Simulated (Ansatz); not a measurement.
Compare A (`CC1(Br)CO1`) with its isomer B (`O/C=C\CBr`).

Program: Ansatz. Geometries: PBE0-D4/def2-TZVP. ΔE: electronic, gas phase. CBS: MP2 limit from def2 TZ/QZ plus the TZ coupled-cluster correction, frozen cores. Functionals use def2-TZVPP. B3LYP here is the variant with VWN-RPA as its local correlation; programs differ in this. For Br outer-core shells are correlated without core-valence functions, which leaves a few kJ/mol of doubt a bond. Scalar relativity is left out up to krypton. Each species was taken in one conformer, which may not be the lowest.

A:

```xyz
10

C    -1.1594   -0.0886   -0.5052
C     0.3128   -0.1364   -0.2590
Br    1.3410    0.0751   -1.8970
C     0.9605    0.2690    0.9788
O     0.7944   -1.1041    0.6062
H    -1.4578   -0.9055   -1.1637
H    -1.4401    0.8554   -0.9727
H    -1.6852   -0.1921    0.4464
H     0.3518    0.5931    1.8192
H     1.9818    0.6341    0.9471
```

B:

```xyz
10

O     1.039    1.259    0.749
C     1.167    0.106    0.054
C     0.122   -0.644   -0.288
C    -1.269   -0.304    0.049
Br   -2.272    0.304   -1.542
H     1.901    1.654    0.888
H     2.179   -0.187   -0.213
H     0.314   -1.543   -0.858
H    -1.340    0.515    0.758
H    -1.840   -1.160    0.403
```

(1) Which is lower in electronic energy at CCSD(T)/CBS, and by how much? (Best estimate.)

(2) Give E(B) − E(A) in kJ/mol with B3LYP-D4, B2PLYP, CCSD(T)/def2-TZVPP, CCSD/def2-TZVPP, PBE-D4, PBE0-D4, MP2/def2-TZVPP. (An estimate is asked.)

Largest T1 diagnostic: 0.010.

## Answers

(1) Computed: B, by 48.9 kJ/mol.

(2) Computed: B3LYP-D4 -57.3, B2PLYP -52.3, CCSD(T)/def2-TZVPP -45.7, CCSD/def2-TZVPP -47.3, PBE-D4 -41.2, PBE0-D4 -40.6, MP2/def2-TZVPP -38.2. None reverses the order clearly.

In def2-TZVPP, CCSD(T) changes the Hartree–Fock value by +19.6 kJ/mol (the triples alone add +1.7 kJ/mol) and MP2 by +27.0 kJ/mol.
